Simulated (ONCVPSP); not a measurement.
What one change does to a pseudopotential (vanadium, ONCV)

V, optimised norm-conserving Vanderbilt (ONCV), made with ONCVPSP 4.0.1 (LDA (Perdew-Wang 92), scalar-relativistic). Core [Ne] 3s2, reference 3p6 3d3 4s2. Waves: 4s: rc 2.70 bohr, ncon 3, nbas 6, qcut 2.4 1/bohr, 2 projectors, debl 0.9 Ha; 3p: rc 1.40 bohr, ncon 3, nbas 7, qcut 8.7 1/bohr, 2 projectors, debl 2.7 Ha; 3d: rc 1.75 bohr, ncon 3, nbas 8, qcut 8.9 1/bohr, 2 projectors, debl 3.6 Ha. Local part: polynomial inside 1.35 bohr (lpopt 3, dvloc0 0 Ha). Core correction: Teter function, fcfact 5.5, rcfact 1.6.

All-electron outer shells of the reference configuration (LDA (PZ), scalar-relativistic, ld1.x):

```tsv
shell	level (eV)	outermost node (bohr)	outermost maximum (bohr)
3s	-69.83	0.38	0.82
3p	-43.95	0.35	0.84
3d	-5.38	–	0.88
4s	-4.85	1.17	2.72
```

Change: d: rc 2.06.

Cutoffs: the cutoffs (Ha) at which the residual kinetic energy of the hardest occupied pseudo-wave falls to 1 and 0.1 mHa per electron; they do not see the model core or the augmentation charge, which bear on the density cutoff. Errors are all-electron minus pseudo energies relative to the spin-unpolarised reference configuration.

What does the change do?

The potential gets softer (29 Ha and 33 Ha → 26 Ha and 30 Ha); of the 4 tests that both files solve, the error grows in 2 and shrinks in 1 by more than 15 % and 0.3 meV (median size 69.3 → 80.4 meV); neither file shows a bound ghost. A larger radius leaves more room for a smooth pseudo-wave, so fewer plane waves are needed.

```tsv
quantity	base	changed
cutoff, loose	29 Ha	26 Ha
cutoff, tight	33 Ha	30 Ha
loose cutoff by channel	s 2.8 Ha, p 24 Ha, d 29 Ha	s 2.8 Ha, p 24 Ha, d 26 Ha
bound ghosts	none	none
GHOST(+) flags under 300 eV	s at 7.1 eV	s at 7.1 eV
error for 3p6 3d3 4s1, meV [ΔE 7.93 eV]	-3.0	-2.3
error for 3p6 3d3 4s0, meV [ΔE 22.47 eV]	-20	-17
error for 3p6 3d2 4s0, meV [ΔE 51.63 eV]	+118	+144
error for 3p5 3d3 4s2, meV [ΔE 50.89 eV]	-125	-171
s: phases at 2.74 bohr within 0.05 rad from the reference energy up to (Ha; the scan ends near 5)	n/a	n/a
p: phases at 1.43 bohr within 0.05 rad from the reference energy up to (Ha; the scan ends near 5)	to the end of the scan	to the end of the scan
rms error of d²Exc/dni dnj with the model core, mHa	1.67	1.65
```
